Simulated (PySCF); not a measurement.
# Rb⁺: ionisation energy

Rb⁺ [Kr] (1S) → Rb²⁺ [Ar] 3d10 4s2 4p5 (2P), as a difference of total energies. Calculation: PySCF 2.14, in x2c-TZVPall; scalar relativity by spin-free X2C-1e. Correlated levels: valence: [Ar] 3d10 4s2 frozen. The calculations carry no spin-orbit coupling.

```tsv
method	ionisation energy (eV)	difference from reference (eV)
UHF	26.453	-0.837
PBE	27.367	+0.077
M06-L	27.312	+0.022
MP2 (valence)	27.547	+0.257
SCS-MP2 (valence)	27.489	+0.199
```

Reference: 27.290 eV (measured; NIST Atomic Spectra Database, ionization energies).

The reference lies between the lowest fine-structure levels, while these numbers refer to the centres of the terms.

Errors of the correlated levels include the incompleteness of this basis and the frozen core.
